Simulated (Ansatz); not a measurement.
C6H11AuN2O, SMILES `C[O][Au-][c+]1n(C)ccn1C`. The species carries charge 0 and has multiplicity 1. Correlated methods include outer-core shells of Au, which these sets cover unevenly. Au takes the def2 core potential.

Cartesian coordinates in Å:
```
C 1.7156 3.3154 2.0334
O 1.9139 2.7199 0.7938
Au 0.8551 1.1493 0.2563
C -0.1491 -0.4216 -0.3770
N -1.1068 -1.1165 0.2790
C -1.5723 -0.8079 1.6103
C -1.5798 -2.1540 -0.4884
C -0.9042 -2.1121 -1.6550
N -0.0362 -1.0498 -1.5701
C 0.8778 -0.6571 -2.6167
H 1.9179 2.6414 2.8831
H 2.4022 4.1688 2.1355
H 0.6950 3.7100 2.1739
H -1.0143 0.0551 1.9686
H -2.6370 -0.5691 1.5942
H -1.3991 -1.6537 2.2778
H -2.3474 -2.8256 -0.1437
H -0.9669 -2.7402 -2.5271
H 1.4273 0.2176 -2.2741
H 1.5806 -1.4645 -2.8290
H 0.3277 -0.4053 -3.5248
```

**Question.** Give the diagnostics of a CCSD(T)/def2-TZVPP run (frozen core, Ansatz). (Estimate.)

**Answer.** The calculation gave: T1 = 0.0152, largest single amplitude 0.035, largest double 0.040, (T) share of the correlation energy 4.4 %, 13 CCSD cycles. The RHF solution is stable towards an unrestricted one. T1 lies under the customary mark of 0.02 for closed shells.
